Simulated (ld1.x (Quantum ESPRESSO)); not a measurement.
## u(r) = r·R(r): atom against pseudo-atom (Cr)

Columns: radius, all-electron u(r) and pseudo u(r) of the 4p shell (level -3.50 eV) of chromium in the configuration [Ar] 3d5 4s0.5 4p0; LDA (PZ), scalar-relativistic, PAW scheme, ld1.x (Quantum ESPRESSO) 7.5.

| r (bohr) | all-electron | pseudo |
| --- | --- | --- |
| 0.158 | 0.1144 | 0.0013 |
| 0.315 | 0.0071 | 0.0055 |
| 0.473 | -0.1289 | 0.0129 |
| 0.630 | -0.1923 | 0.0243 |
| 0.788 | -0.1871 | 0.0405 |
| 0.945 | -0.1388 | 0.0620 |
| 1.102 | -0.0692 | 0.0891 |
| 1.260 | 0.0085 | 0.1221 |
| 1.418 | 0.0858 | 0.1603 |
| 1.575 | 0.1581 | 0.2023 |
| 1.732 | 0.2239 | 0.2469 |
| 1.890 | 0.2827 | 0.2925 |
| 2.047 | 0.3336 | 0.3366 |
| 2.205 | 0.3773 | 0.3778 |
| 2.362 | 0.4139 | 0.4139 |
| 2.520 | 0.4441 | 0.4441 |
| 2.678 | 0.4683 | 0.4683 |
| 2.835 | 0.4868 | 0.4868 |
| 2.992 | 0.5005 | 0.5005 |
| 3.150 | 0.5097 | 0.5097 |
| 3.308 | 0.5149 | 0.5149 |
| 3.465 | 0.5165 | 0.5165 |
| 3.622 | 0.5150 | 0.5150 |
| 3.780 | 0.5107 | 0.5107 |
| 3.938 | 0.5041 | 0.5041 |
| 4.095 | 0.4955 | 0.4955 |

**Question.** How many radial nodes do the two functions have?

**Answer.** The all-electron 4p function has n − l − 1 = 2; the pseudo-wave has 0, since the states of the same l below it are removed with the core.

**Question.** At about which radius was the pseudo-wave matched?

**Answer.** 2.40 bohr, where the columns begin to agree (steps of 0.16 bohr).

**Question.** Where does each function peak?

**Answer.** Outermost all-electron maximum near 3.46 bohr, pseudo maximum near 3.46 bohr (to the table’s step).

**Question.** Is the pseudo-wave norm-conserving?

**Answer.** No, it belongs to a PAW set: the norm inside the radius is not constrained, and the difference is carried by the augmentation charge.
